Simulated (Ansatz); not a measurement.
One change: `C=C(N)CI` becomes `C=C(N)NC`.

Ansatz, PBE0-D4/def2-TZVP geometries, multiplicity 1. Each molecule was computed in one conformer, which needn't be the lowest.

Elements past krypton have def2 core potentials.

```csv
property,`C=C(N)CI`
size of the dipole moment (ωB97M-V/def2-TZVPP) / D,0.97
LUMO energy (ωB97M-V/def2-TZVPP) / eV,0.73
HOMO energy (B3LYP/def2-TZVPP) / eV,-6.16
size of the dipole moment (PBE/def2-TZVPP) / D,1.16
HOMO energy (PBE/def2-TZVPP) / eV,-5.25
HOMO–LUMO gap (ωB97M-V/def2-TZVPP) / eV,9.27
```

Problem. Give the same properties after the change, and the shifts. (Estimate.)

Solution. The calculation gave: 
```
                                          property  `C=C(N)NC`  shift
size of the dipole moment (ωB97M-V/def2-TZVPP) / D        1.02   0.05
             LUMO energy (ωB97M-V/def2-TZVPP) / eV        2.43   1.70
               HOMO energy (B3LYP/def2-TZVPP) / eV       -5.43   0.73
    size of the dipole moment (PBE/def2-TZVPP) / D        1.08  -0.08
                 HOMO energy (PBE/def2-TZVPP) / eV       -4.48   0.77
           HOMO–LUMO gap (ωB97M-V/def2-TZVPP) / eV       10.27   1.00
```

With PBE0 the HOMO rises by 0.75 eV and the LUMO rises by 2.17 eV, so the gap widens by about 1.42 eV. PBE moves the HOMO by 0.77 eV and ωB97M-V by 0.70 eV. Dipoles are sizes alone; their direction can turn.

B3LYP here is the variant with VWN-RPA as its local correlation; programs differ in this.

Spin–orbit coupling is left out; it splits and shifts lone-pair levels of the heavy atoms by tenths of an eV.
